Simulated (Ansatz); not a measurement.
```yaml
crystal:
  periodic: [false, false, false]
  atoms:
    - {symbol: C, position_ang: [-0.271440, 0.382675, 1.360977]}
    - {symbol: N, position_ang: [-0.271689, -0.278087, 0.046497]}
    - {symbol: C, position_ang: [0.951242, -1.065104, -0.175954]}
    - {symbol: B, position_ang: [-0.531690, 0.806550, -1.181695]}
    - {symbol: F, position_ang: [-0.580520, 0.040301, -2.320431]}
    - {symbol: F, position_ang: [-1.732723, 1.398718, -0.876462]}
    - {symbol: F, position_ang: [0.534661, 1.668904, -1.142126]}
    - {symbol: H, position_ang: [-1.209092, 0.919578, 1.486594]}
    - {symbol: H, position_ang: [-0.144859, -0.350922, 2.159282]}
    - {symbol: H, position_ang: [0.550995, 1.096037, 1.383427]}
    - {symbol: H, position_ang: [-1.072016, -0.904751, 0.000155]}
    - {symbol: H, position_ang: [1.082454, -1.802979, 0.617651]}
    - {symbol: H, position_ang: [1.798941, -0.381655, -0.186295]}
    - {symbol: H, position_ang: [0.882736, -1.558567, -1.142918]}
basis:
  gaussian: {orbitals: x2c-TZVPPall}
hamiltonian: {xc: {name: HF}}
correlation: {method: mp2}
kpoints: {mp_grid: {grid: [2, 2, 2]}}
output: {forces: true}
```

```sh
$ ansatz run in.yaml --threads 4 --pin off --events-out ev --progress --plain --max-ram 11315MiB
```

Output, abridged:

```
Error: invalid value for `basis.gaussian`: such a run doesn't read kpoints; remove what it names
```

(1) What is wrong with this run?

Results:

(1) The input holds a key that doesn't belong there. The input was rejected before any iteration.
